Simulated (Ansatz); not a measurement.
The first iterations of a band of GeH4O + H2 (8 atoms, charge 0, multiplicity 1).

These are results of RKS B3LYP-D4/def2-SVP (Ansatz), not measurements.

```yaml
movable_images: 9
climbing_image: yes
spring: 5.0 eV/Å²
optimiser: quadratic models (default)
start_path: through a guess of the saddle point
force_threshold: 0.05 eV/Å
iteration_limit: 60
end_points: relaxed
```

First end point:

```xyz
8
Properties=species:S:1:pos:R:3
Ge -0.321 0.486 -0.238
O 0.153 -0.058 1.408
H -0.604 -0.315 1.952
H 1.007 0.874 -0.901
H -1.272 1.701 -0.138
H -1.020 -0.663 -1.003
H 1.568 -2.798 2.126
H 1.296 -2.112 1.932
```

Last end point:

```xyz
8
Properties=species:S:1:pos:R:3
Ge 0.370 0.106 -0.419
O -0.543 -0.780 2.522
H -0.926 -1.574 2.122
H 0.865 0.450 -1.841
H 0.215 1.399 0.392
H -0.973 -0.636 -0.538
H 1.417 -0.820 0.232
H 0.380 -1.029 2.668
```

| iteration | highest image above the first end (eV) | largest band force component (eV/Å) |
| --- | --- | --- |
| 1 | 3.176 | 9.687 |
| 2 | 2.098 | 2.217 |
| 3 | 1.723 | 1.945 |
| 4 | 1.721 | 0.793 |
| 5 | 1.673 | 1.266 |
| 6 | 1.769 | 0.600 |
| 7 | 1.694 | 0.742 |
| 8 | 1.997 | 1.157 |
| 9 | 1.961 | 0.332 |
| 10 | 1.944 | 0.670 |
| 11 | 1.936 | 0.269 |

Q: Does the band converge within its limit, and where does its top end?

A: It converged. It ended after 34 iterations with the highest image 1.900 eV above the first end. The profile has 2 maxima (images 5, 8) with wells between them (image 7): this band takes more than one step, which may be the mechanism or a detour left from its start path. Neighbouring images differ by up to 1.8 eV, so the band resolves the path poorly. A vibrational analysis at the climbing image gives one clearly imaginary mode, 1382i cm⁻¹: a first-order saddle point. The orbitals stay closed-shell, which can raise the energy where a bond breaks towards radicals; this wasn't checked here.

Run time: 8.9 min on 1 thread of Arm Neoverse V2, with other jobs on the host, peak memory 0.18 GiB.
